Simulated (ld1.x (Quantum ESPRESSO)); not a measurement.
# Reading a pseudo-wave (oxygen (O))

Columns: radius, all-electron u(r) and pseudo u(r) of the 2s shell (level -23.96 eV) of oxygen in the configuration [He] 2s2 2p4; PBE, scalar-relativistic, TM scheme, ld1.x (Quantum ESPRESSO) 7.5.

```
r (bohr)  all-electron   pseudo
   0.047        0.3221  -0.0453
   0.095        0.4204  -0.0927
   0.142        0.3847  -0.1413
   0.190        0.2740  -0.1942
   0.237        0.1298  -0.2502
   0.285       -0.0303  -0.3126
   0.332       -0.1855  -0.3793
   0.380       -0.3338  -0.4529
   0.427       -0.4646  -0.5292
   0.475       -0.5815  -0.6092
   0.522       -0.6790  -0.6862
   0.570       -0.7615  -0.7597
   0.617       -0.8265  -0.8227
   0.665       -0.8778  -0.8752
   0.712       -0.9149  -0.9139
   0.760       -0.9408  -0.9406
   0.807       -0.9561  -0.9560
   0.855       -0.9626  -0.9626
   0.902       -0.9616  -0.9616
   0.950       -0.9540  -0.9540
   0.997       -0.9414  -0.9414
   1.045       -0.9242  -0.9242
   1.092       -0.9039  -0.9039
   1.140       -0.8803  -0.8803
   1.187       -0.8552  -0.8552
   1.235       -0.8279  -0.8279
```

(1) How many radial nodes do the two functions have?

(2) At about which radius was the pseudo-wave matched?

(3) Where does each function peak?

(4) Is the pseudo-wave norm-conserving?

## Answers

(1) The all-electron 2s function has n − l − 1 = 1; the pseudo-wave has 0, since the states of the same l below it are removed with the core.

(2) 0.85 bohr. The columns agree to 0.0005 from 0.76 bohr on; several derivatives are matched, so the curves merge somewhat inside the radius.

(3) Outermost all-electron maximum near 0.85 bohr, pseudo maximum near 0.85 bohr (to the table’s step).

(4) Yes: the TM scheme keeps the norm inside the radius equal to the all-electron one, which fixes the energy derivative of the logarithmic derivative at the level.
